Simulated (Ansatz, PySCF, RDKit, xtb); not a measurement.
Complex: C2H4 (SMILES C=C) (first 6 atoms) with CH5N (SMILES CN); geometry from B3LYP-D3(BJ)/def2-TZVP, rigid monomers moved along the line of their centres of mass till H5···N8 is 4.46 Å.
(charge 0, multiplicity 1):
| atom | x (Å) | y (Å) | z (Å) |
|---|---|---|---|
| C | -0.6430 | 0.2606 | 0.0678 |
| C | 0.5421 | -0.1998 | 0.4439 |
| H | -0.9135 | 0.3668 | -0.9764 |
| H | -1.3948 | 0.5514 | 0.7920 |
| H | 0.8122 | -0.3058 | 1.4893 |
| H | 1.2868 | -0.4881 | -0.2898 |
| C | -0.5612 | 0.3305 | 5.9380 |
| N | 0.7924 | -0.2248 | 5.9535 |
| H | -1.2260 | -0.3629 | 5.4208 |
| H | -0.5588 | 1.2620 | 5.3702 |
| H | -0.9896 | 0.5371 | 6.9277 |
| H | 0.8173 | -1.1004 | 6.4619 |
| H | 1.4356 | 0.4059 | 6.4164 |

Monomers are frozen at their geometry in the pair; levels with a basis set take the counterpoise correction. Rows marked so take none. RDKit's UFF carries no charges.

Cores are frozen in the correlated methods. Rows in 3-21G, 6-31G* carry no dispersion term and start afresh at each structure (6-31G* with six Cartesian d functions). MP2/6-31G* freezes PySCF's default core.

Codes used: Ansatz (a first-principles code) with Gaussian orbitals; PySCF for 3-21G rows, 6-31G* rows, the dispersion terms; RDKit for the force fields; xtb for the GFN methods. Each number belongs to the level named beside it.

```json
[
 {"level": "UFF", "interaction energy (kcal/mol)": "-0.20"},
 {"level": "GFN-FF", "interaction energy (kcal/mol)": "-0.20"},
 {"level": "PBE-D4/def2-TZVPPD", "interaction energy (kcal/mol)": "-0.36"},
 {"level": "r2SCAN/def2-TZVPPD", "interaction energy (kcal/mol)": "-0.19"},
 {"level": "B3LYP/3-21G (no counterpoise)", "interaction energy (kcal/mol)": "-0.18"},
 {"level": "B3LYP/def2-TZVPPD", "interaction energy (kcal/mol)": "-0.12"},
 {"level": "wB97X-V/def2-TZVPPD", "interaction energy (kcal/mol)": "-0.31"},
 {"level": "MP2/6-31G*", "interaction energy (kcal/mol)": "___"},
 {"level": "CCSD(T)/aug-cc-pVDZ", "interaction energy (kcal/mol)": "-0.31"}
]
```

Problem. Fill in the missing entries.

Solution. 
- MP2/6-31G*, interaction energy (kcal/mol): -0.24
